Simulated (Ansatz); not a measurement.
Relaxation of CH5ClF2Si (10 atoms, charge 0, multiplicity 1), to a largest force component of 0.03 eV/Å in at most 50 steps.

Method: RKS PBE0-D4/def2-SVP in Ansatz.

```xyz
10
Properties=species:S:1:pos:R:3
Si -1.525 0.506 -0.172
C 1.480 -0.534 0.082
F -1.453 -1.094 -0.216
F -0.536 1.137 -1.263
H -2.895 0.928 -0.498
H 1.224 0.241 0.796
Cl -1.035 1.207 1.740
H 0.852 -1.416 0.247
H 1.354 -0.162 -0.943
H 2.533 -0.812 0.228
```

**Question.** Where does it end, and by what steps?

**Answer.** The forces met the threshold. The force dipped under the threshold on the way, but the program's further checks kept it going. After 16 steps the energy has fallen by 0.185 eV; H6 moved furthest, 0.66 Å.

```csv
step,energy less start (eV),largest force component (eV/Å),accepted
0,0.0000,0.960,yes
1,-0.1651,0.304,yes
2,-0.1759,0.162,yes
3,-0.1799,0.068,yes
4,-0.1711,0.469,no
5,-0.1815,0.044,yes
6,-0.1826,0.067,yes
7,-0.1833,0.095,yes
8,-0.1839,0.067,yes
9,-0.1844,0.021,yes
10,-0.1847,0.018,yes
11,-0.1845,0.099,no
12,-0.1849,0.032,yes
13,-0.1847,0.092,no
14,-0.1851,0.018,yes
15,-0.1851,0.080,yes
16,-0.1852,0.012,yes
```

```xyz
10
Properties=species:S:1:pos:R:3
Si -1.808 0.583 -0.216
C 1.745 -0.601 0.144
F -1.663 -1.013 -0.138
F -0.837 1.102 -1.383
H -3.199 0.939 -0.535
H 1.746 -0.045 1.092
Cl -1.211 1.389 1.549
H 0.965 -1.372 0.176
H 1.537 0.091 -0.683
H 2.725 -1.073 -0.007
```

Time of the run: 48 s on 2 threads of Intel(R) Xeon(R) Platinum 8259CL CPU @ 2.50GHz (Skylake/Cascade Lake) (shared host), peak memory 0.25 GiB.
